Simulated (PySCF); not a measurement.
Compound: C4H5BNO (charge -1).
Atom-mapped SMILES: `[O-:1][N:2]1[BH:3][CH:4]=[CH:5][CH:6]=[CH:7]1` (hydrogens: H8 on B3; H9 on C4; H10 on C5; H11 on C6; H12 on C7)
Bond orders are those of one Lewis drawing.

Computed by this run: PBE0-D3(BJ)/def2-SVP geometry optimisation, gas phase (PySCF); density fitting, grid level 2; the optimiser is geomeTRIC in internal coordinates, started from a GFN2-xTB structure.

Step 0: E = -8426.9145 eV
```
atom  x, y, z in Å  |  force x, y, z in eV/Å
O1      2.6861    0.2604   -0.0188   -0.780   0.121   0.002
N2      1.3748    0.1850   -0.0113    1.971  -0.277  -0.006
B3      0.5197    1.3396   -0.0146   -0.716   0.079   0.002
C4     -0.9514    1.0788   -0.0051    0.071   0.474  -0.003
C5     -1.4266   -0.2184    0.0073   -0.252  -0.321   0.003
C6     -0.5270   -1.2786    0.0099   -0.283  -0.145   0.004
C7      0.8339   -1.0439    0.0005   -0.290  -0.470   0.004
H8      1.0209    2.4106   -0.0239    0.400   0.685  -0.008
H9     -1.6952    1.8773   -0.0071   -0.113   0.251   0.000
H10    -2.4951   -0.4363    0.0154   -0.298  -0.061   0.001
H11    -0.8793   -2.3053    0.0195   -0.064  -0.326   0.003
H12     1.5405   -1.8697    0.0025    0.354  -0.010  -0.002
```

Q: Estimate the geometry and energy of step 1. (The exact step hangs on the optimiser's Hessian estimate; all steps are aligned on step 0, rigid shifts and turns removed.)

A: E = -8426.9880 eV, largest force 0.140 eV/Å
```
atom  x, y, z in Å  |  force x, y, z in eV/Å
O1      2.6840    0.2700   -0.0194   -0.036  -0.046   0.002
N2      1.3998    0.1738   -0.0111   -0.013   0.082  -0.003
B3      0.5121    1.3458   -0.0145    0.082   0.113   0.000
C4     -0.9603    1.0880   -0.0046   -0.062  -0.003   0.000
C5     -1.4424   -0.2258    0.0072   -0.055   0.005   0.001
C6     -0.5405   -1.2913    0.0101   -0.036  -0.065   0.001
C7      0.8338   -1.0600    0.0009    0.111  -0.067   0.001
H8      1.0501    2.4389   -0.0251   -0.021  -0.059   0.000
H9     -1.7002    1.9001   -0.0064    0.023   0.004   0.000
H10    -2.5202   -0.4418    0.0146    0.015  -0.006   0.000
H11    -0.8877   -2.3300    0.0195    0.004   0.026   0.000
H12     1.5726   -1.8683    0.0027   -0.011   0.016   0.000
```

The energy changes by -0.0735 eV. The first-order estimate −F·Δx gives -0.1497 eV and the mean of the old and new forces, exact on a quadratic surface, -0.0741 eV. The step makes an angle of 46° with the force vector and moves no atom by more than 0.041 Å.

What follows is the cost of the whole optimisation. Time: 29 s of wall time; peak memory 0.69 GiB. Hardware: one thread of an Arm Neoverse V1, shared host.
